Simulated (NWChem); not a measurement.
Species: BH$_{2}$O$_{2}$I; SMILES OB(O)I

```xyz
6

B     -0.0084     1.3475     0.0000
I     -0.0074    -0.8151     0.0000
O     -1.2010     1.9653     0.0000
H     -1.1055     2.9263     0.0000
O      1.1512     2.0408     0.0000
H      1.9387     1.4880     0.0000
```
Atoms are numbered in this order, from 1.

Computed with NWChem. Pople sets run with spherical d functions. The geometry was optimised at PBE0/def2-SVP (def2 core potentials past Kr).

Problem. Among these, which level gives the lowest value of “dipole (D)”?
(A) PBE0/3-21G, non-relativistic
(B) PBE0/6-311G**, non-relativistic
(C) PBE0/STO-3G, non-relativistic

Solution. B, PBE0/6-311G**, non-relativistic. Values: PBE0/6-311G**, non-relativistic 2.36; PBE0/3-21G, non-relativistic 2.78; PBE0/STO-3G, non-relativistic 3.12
